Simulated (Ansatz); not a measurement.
`C[C@]1(F)O[Si@H]1O`, 11 atoms. Charge 0, multiplicity 1. All runs use 4 threads of a server CPU on a shared host. Correlated methods freeze the cores.

(1) How many basis functions does each run have, and how long does it take in Ansatz? direct RPA on PBE orbitals/def2-TZVPP energy; RKS ωB97M-V/def2-QZVPP energy; RKS r2SCAN-D4/def2-TZVPP energy and forces; RKS ωB97M-V/def2-SVP energy; RKS PBE0-D4/def2-QZVPP energy; RKS B2PLYP (frozen core)/def2-TZVPP energy; RKS PBE0-D4/def2-TZVP relaxation (10 steps); RKS r2SCANh-D4/def2-TZVPP energy; RKS PBE0-D4/def2-SVP energy; RHF-CCSD(T)/def2-TZVPP energy; RKS B97M-V/def2-TZVPP energy; RKS PBE0-D4/def2-TZVP frequencies. (Best estimate.)

Answers

(1) Computed: Other jobs shared the machine, so times are rough.

```
                                level                    job  functions  wall time  peak host memory (GiB)
                 RKS PBE0-D4/def2-SVP                 energy        113      1.9 s                     0.5
                 RKS ωB97M-V/def2-SVP                 energy        113      7.5 s                     0.5
             RKS r2SCAN-D4/def2-TZVPP      energy and forces        267       10 s                     0.4
            RKS r2SCANh-D4/def2-TZVPP                 energy        267       11 s                    0.73
direct RPA on PBE orbitals/def2-TZVPP                 energy        267       12 s                    0.69
  RKS B2PLYP (frozen core)/def2-TZVPP                 energy        267       12 s                    0.76
                RKS B97M-V/def2-TZVPP                 energy        267       17 s                    0.46
               RKS PBE0-D4/def2-QZVPP                 energy        505       17 s                     1.9
               RKS ωB97M-V/def2-QZVPP                 energy        505       38 s                     2.3
                RKS PBE0-D4/def2-TZVP  relaxation (10 steps)        222       73 s                    0.61
                RKS PBE0-D4/def2-TZVP            frequencies        222    5.4 min                    0.72
               RHF-CCSD(T)/def2-TZVPP                 energy        267    8.2 min                     7.2
```
